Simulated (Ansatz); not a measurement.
A nudged elastic band was laid between two geometries of H2 + H2O2Zn (7 atoms, charge 0, multiplicity 1).

All numbers below come from RKS PBE-D4/def2-SVP in Ansatz 0.2.0.

* movable images: 9
* climbing image: yes
* spring: 5.0 eV/Å²
* optimiser: quadratic models (default)
* start path: through a guess of the saddle point
* force threshold: 0.05 eV/Å
* iteration limit: 60
* end points: relaxed

Image 0:

```xyz
7
Properties=species:S:1:pos:R:3
Zn -0.493 -0.006 -0.149
O -0.284 0.353 1.591
H -0.495 -0.424 2.142
O -0.798 -0.196 -1.891
H 0.012 -0.463 -2.364
H 2.561 -0.831 1.768
H 1.875 -0.474 1.731
```

Image 10:

```xyz
7
Properties=species:S:1:pos:R:3
Zn 1.356 -0.339 0.057
O -0.080 0.090 1.691
H -0.666 -0.007 0.870
O -0.327 -0.488 -0.698
H -0.476 -0.238 -1.625
H 2.869 -0.376 0.288
H -0.298 -0.684 2.244
```

(1) What changes between the two ends?

(2) Give the energies along the band, and the barrier.

(3) What is the geometry of the highest image?

(4) What are the harmonic wavenumbers there?

Answers

(1) Bonds broken: H6–H7. Bonds formed: Zn1–H6, O2–H7. H2 + H2O2Zn becomes H4O2Zn.

(2) It converged. The highest image is number 4 of 0 to 10, 68.0 kJ/mol above the first end and 129.5 kJ/mol above the last; the last end lies 61.5 kJ/mol below the first. A vibrational analysis at the climbing image gives one clearly imaginary mode, 1003i cm⁻¹: a first-order saddle point. The orbitals stay closed-shell, which can raise the energy where a bond breaks towards radicals; this wasn't checked here.

| image | path coordinate (Å) | energy (kJ/mol) | H6–H7 (Å) | Zn1–H6 (Å) | O2–H7 (Å) |
| --- | --- | --- | --- | --- | --- |
| 0 | 0.00 | 0.0 | 0.77 | 3.70 | 2.32 |
| 1 | 0.54 | 0.5 | 0.77 | 3.41 | 2.34 |
| 2 | 1.08 | 3.4 | 0.78 | 2.95 | 2.20 |
| 3 | 1.62 | 25.9 | 0.80 | 2.37 | 1.80 |
| 4 | 2.16 | 68.0 | 1.00 | 1.92 | 1.33 |
| 5 | 2.80 | -3.1 | 1.60 | 1.61 | 1.00 |
| 6 | 3.43 | -23.6 | 2.20 | 1.56 | 0.98 |
| 7 | 4.06 | -32.3 | 2.72 | 1.55 | 0.98 |
| 8 | 4.70 | -41.2 | 3.12 | 1.54 | 0.98 |
| 9 | 5.33 | -53.6 | 3.44 | 1.53 | 0.97 |
| 10 | 5.96 | -61.5 | 3.74 | 1.53 | 0.98 |

(3) 
```xyz
7
Properties=species:S:1:pos:R:3:forces:R:3
Zn 0.227 -0.181 -0.007 0.00 -0.01 0.01
O 0.029 0.213 1.899 -0.02 0.01 -0.02
H -0.572 -0.368 2.409 0.01 0.00 0.00
O -0.521 -0.252 -1.638 0.00 0.00 0.00
H 0.134 -0.543 -2.300 0.00 0.00 0.00
H 1.876 -0.589 0.886 -0.03 0.01 0.01
H 1.205 -0.320 1.579 0.04 -0.02 0.00
```

(4) 1003i, 140, 156, 230, 402, 530, 659, 693, 704, 801, 1279, 1578, 1820, 3678, 3719 cm⁻¹.

Run time: 3.7 min on 1 thread of Arm Neoverse V2 (shared host), peak memory 0.14 GiB.
